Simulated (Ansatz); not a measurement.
Stepwise reaction of `Cl[SiH](Cl)[O][GeH3]` with hydrogen fluoride, as a gas-phase model of exchange steps in deposition or etching. ΔE in kJ/mol.

Computed with Ansatz on PBE0-D4/def2-TZVP structures; ΔE is electronic, products minus reactants. CCSD(T)/CBS is the MP2 limit (def2-TZVPP, def2-QZVPP) plus CCSD(T) − MP2 in def2-TZVPP, frozen cores. This one scheme is used for every species. Functionals use def2-TZVPP. B3LYP here is the variant with VWN-RPA as its local correlation; programs differ in this. For Ge outer-core shells are correlated without core-valence functions, which leaves a few kJ/mol of doubt a bond. Scalar relativity is left out up to krypton. One conformer a species, not always the lowest.

```tsv
step	reaction	PBE-D4	B3LYP-D4	ωB97M-V	CCSD(T)/CBS
2	`F[SiH](Cl)[O][GeH3]` + H–F → `F[SiH](F)[O][GeH3]` + HCl	-42.4	-52.8	-51.0	-49.6
```

(1) Give the row of step 1, `Cl[SiH](Cl)[O][GeH3]` + H–F → `F[SiH](Cl)[O][GeH3]` + HCl. (An estimate is asked.)

(2) By hand: ΔE of the 2 steps together at CCSD(T)/CBS.

## Answers

(1) Computed: 
```csv
step,reaction,PBE-D4,B3LYP-D4,ωB97M-V,CCSD(T)/CBS
1,`Cl[SiH](Cl)[O][GeH3]` + H–F → `F[SiH](Cl)[O][GeH3]` + HCl,-41.1,-50.9,-50.1,-47.3
```

(2) (-47.3) + (-49.6) = -96.9 kJ/mol, or -48.5 kJ/mol a step.

In ΔE the steps differ by no more than 2.3 kJ/mol. All are downhill at CCSD(T)/CBS. PBE-D4 differs from CCSD(T)/CBS by 6.2 to 7.2 kJ/mol a step. Isolated molecules leave out the surface, adducts and barriers. Largest T1 diagnostic: 0.012.
